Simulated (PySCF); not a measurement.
PySCF 2.14 output of an unrestricted PW91 calculation on a single atom or ion in aug-cc-pVQZ with one added diffuse shell each of s, p, d, f, g type (7s6p5d4f3g, 105 functions), with the non-relativistic Hamiltonian (point nucleus):

```
SCF conv_tol = 1e-09
number electrons alpha = 4  beta = 1
    J. P. Perdew. In P. Ziesche and H. Eschrig, editors, Proceedings of the 75. WE-Heraeus-Seminar and 21st Annual International Symposium on Electronic Structure of Solids, 11. Berlin, 1991. Akademie Verlag.
    J. P. Perdew, J. A. Chevary, S. H. Vosko, K. A. Jackson, M. R. Pederson, D. J. Singh, and C. Fiolhais.,  Phys. Rev. B 46, 6671 (1992)
    J. P. Perdew, J. A. Chevary, S. H. Vosko, K. A. Jackson, M. R. Pederson, D. J. Singh, and C. Fiolhais.,  Phys. Rev. B 48, 4978 (1993)
    J. P. Perdew. In P. Ziesche and H. Eschrig, editors, Proceedings of the 75. WE-Heraeus-Seminar and 21st Annual International Symposium on Electronic Structure of Solids, 11. Berlin, 1991. Akademie Verlag.
    J. P. Perdew, J. A. Chevary, S. H. Vosko, K. A. Jackson, M. R. Pederson, D. J. Singh, and C. Fiolhais.,  Phys. Rev. B 46, 6671 (1992)
    J. P. Perdew, J. A. Chevary, S. H. Vosko, K. A. Jackson, M. R. Pederson, D. J. Singh, and C. Fiolhais.,  Phys. Rev. B 48, 4978 (1993)
cycle= 1 E= -51.6503592415981  delta_E= -0.0029  |g|= 0.00608  |ddm|= 0.375
cycle= 2 E= -51.6503945174605  delta_E= -3.53e-05  |g|= 0.000923  |ddm|= 0.0228
cycle= 3 E= -51.6503971156796  delta_E= -2.6e-06  |g|= 0.000218  |ddm|= 0.00546
cycle= 4 E= -51.6503972743004  delta_E= -1.59e-07  |g|= 2.21e-05  |ddm|= 0.00157
cycle= 5 E= -51.6503972748935  delta_E= -5.93e-10  |g|= 1.21e-06  |ddm|= 0.000105
converged SCF energy = -51.6503972748935  <S^2> = 3.7500047  2S+1 = 4.0000023
```

The run itself started from symmetry-adapted Hartree-Fock orbitals and held the occupation by maximum overlap, on a logarithmic radial grid, so the iterations belong to that start.

Question: Which element, charge and spin multiplicity is this?

Answer: N²⁺ (nitrogen, charge +2), multiplicity 4; the state was [He] 2s1 2p1 3s1, high-spin 4P determinant (an excited configuration).

The outer electron is Rydberg-like, and this basis confines it to a smaller radius and binds it less than a complete one would.
